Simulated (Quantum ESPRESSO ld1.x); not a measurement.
Question: Successive ionisation energies (eV) of one element, from differences of total energies of ions in their ground configurations, starting at charge 32: 1373.7, 1426.1, 1479.0, 1545.2, 1600.0, 1655.3, 1711.0, 1767.0, 2030.4. Method: scalar-relativistic Kohn-Sham, LDA (Slater exchange, VWN5 correlation), spin-polarised, spherical densities, point nucleus; open shells are filled with parallel spins first; computed with ld1.x of Quantum ESPRESSO 7.5. Which element is it?

Answer: Osmium (Z = 76). The first species listed is Os32+ in [Kr] 4d8, the last Os40+ in [Kr].
